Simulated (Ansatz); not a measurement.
Reaction (substitution at a C–Ge bond): `N[C](O)(F)[GeH3]` + H–F → `NC(O)(F)F` + GeH₄

Program: Ansatz. Geometries: PBE0-D4/def2-TZVP. ΔE: electronic, gas phase. CCSD(T)/CBS is the MP2 limit (def2-TZVPP, def2-QZVPP) plus CCSD(T) − MP2 in def2-TZVPP, frozen cores. This one scheme is used for every species. DFT in def2-TZVPP. B3LYP here is the variant with VWN-RPA as its local correlation; programs differ in this. For Ge outer-core shells are correlated without core-valence functions, which leaves a few kJ/mol of doubt a bond. Scalar relativity is left out up to krypton. Each species was taken in one conformer, which may not be the lowest.

```
             level  ΔE (kcal/mol)  difference from CCSD(T)/CBS
            PBE-D4           -6.0                         -2.1
           PBE0-D4           -7.6                         -3.7
          B3LYP-D4           -6.7                         -2.8
           ωB97X-V           -8.9                         -5.0
           ωB97M-V           -8.2                         -4.3
            B2PLYP           -7.5                         -3.6
            r2SCAN           -9.7                         -5.8
              PBE0           -8.8                         -4.9
SCS-MP2/def2-TZVPP           -5.7                         -1.8
    MP2/def2-QZVPP           -2.6                          1.3
       CCSD(T)/CBS           -3.9                            0
```

Largest T1 diagnostic among the species: 0.012.

In def2-TZVPP, CCSD(T) changes the Hartree–Fock value by +9.1 kcal/mol (the triples alone add +0.9 kcal/mol) and MP2 by +11.3 kcal/mol. The D4 term adds +2.2 kcal/mol with B3LYP and +1.2 kcal/mol with PBE0; it sums over pairs of atoms, weighted by their polarisabilities, and B3LYP, whose exchange is more repulsive, gets the larger term. From PBE to PBE0 (25 % exact exchange), in def2-TZVPP and without D4, ΔE moves by −1.4 kcal/mol.
